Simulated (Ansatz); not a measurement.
## Relative stability

Two relaxed structures of LiB2H2O, doublet (PBE0-D4/def2-TZVP; forces vanish, vibrations not checked).

A:

```csv
atom,x (Å),y (Å),z (Å)
Li1,-1.3357,-1.3106,-0.0516
B2,0.7898,-1.0842,0.1320
O3,1.5191,0.0896,-0.1545
B4,0.1303,0.2238,-0.3682
H5,-0.5328,1.1405,-0.7420
H6,1.1294,-2.1592,0.5177
```

B:

```
6
angstrom
Li -1.4575 -1.2664 0.1001
B 0.6627 -1.1498 0.0774
O 1.4280 -0.1166 -0.0008
B 0.0473 0.5396 -0.0389
H -0.3466 0.9226 -1.1129
H -0.3339 1.0705 0.9751
```

Program: Ansatz 0.2.0. Basis: def2-TZVPP. Cores are frozen in the correlated methods; orbitals are unrestricted. The outer core shell of Li, Na, Mg and K is correlated. B3LYP uses VWN-RPA correlation.

Which structure is lower at CCSD(T), and by how much? (An estimate is asked for; the value comes from the calculation.)

Computed: B, by 2.0 kJ/mol (electronic energy, against the other); a gap this small isn't resolved in one triple-zeta basis. By their contacts, A is LiB₂H₂O ([Li]1[BH]2[O][BH]12) and B is LiB₂H₂O ([Li]1[B]2[O][BH2]12).

Do the other methods give the same order? (A judgement: the text doesn't fix the answer.)

The calculation gives: Not all: PBE-D4, r2SCAN-D4, PBE0-D4, B3LYP-D4, wB97M-V, MP2 give the other order.

| method | E(B) − E(A) (kJ/mol) |
| --- | --- |
| PBE-D4 | 18.3 |
| r2SCAN-D4 | 11.5 |
| PBE0-D4 | 13.4 |
| B3LYP-D4 | 10.2 |
| wB97M-V | 5.8 |
| HF | -16.8 |
| MP2 | 8.9 |
| CCSD | -3.5 |
| CCSD(T) | -2.0 |

T1 diagnostic: at most 0.021. ⟨S²⟩ of the unrestricted Hartree–Fock references: 0.77 to 0.80 (a pure state has 0.75).

Labels in which every atom is bracketed show which atoms are joined, not bond orders.

For scale, one of the runs: CCSD(T)/def2-TZVPP, 140 basis functions, launched by `ansatz run in.yaml --threads 2 --pin off --events-out ev --progress --plain --max-ram 4352MiB`. Hardware: 2 CPU threads of an Arm Neoverse V2, shared host. Wall time 43 s; peak host memory 1.9 GiB.
